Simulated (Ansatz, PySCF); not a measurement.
Dimer: N2 (SMILES N#N) (first 2 atoms) with C2H3N (SMILES CC#N); geometry from B3LYP-D3(BJ)/def2-TZVP.
(charge 0, multiplicity 1):
```xyz
8

N     -0.14951     0.12532    -0.21558
N      0.21959    -0.61510    -0.92604
C     -0.10658     1.24649     3.19254
C      0.70531     0.05945     2.98030
N      1.34496    -0.87901     2.80359
H      0.51383     2.06667     3.55441
H     -0.57564     1.54459     2.25481
H     -0.88457     1.04336     3.92876
```

Interaction energies are E(AB) − E(A) − E(B) at the monomers' geometry in the complex; basis-set methods are counterpoise corrected.

Rows in 6-31G* carry no dispersion term and start afresh at each structure (6-31G* with six Cartesian d functions).

Run with Ansatz (Gaussian basis) for Hartree–Fock, density functionals and correlated methods; PySCF for 6-31G* rows, the dispersion terms. Each number belongs to the level named beside it.

Q: One of these levels gives -22.7 meV for the interaction energy. Name it.
(A) PBE0/def2-TZVPPD
(B) HF/6-31G*
(C) PBE0-D3(BJ)/def2-TZVPPD

A: A, PBE0/def2-TZVPPD. The others give 6.1 (HF/6-31G*), -54.4 (PBE0-D3(BJ)/def2-TZVPPD)

Ansatz is a first-principles code.
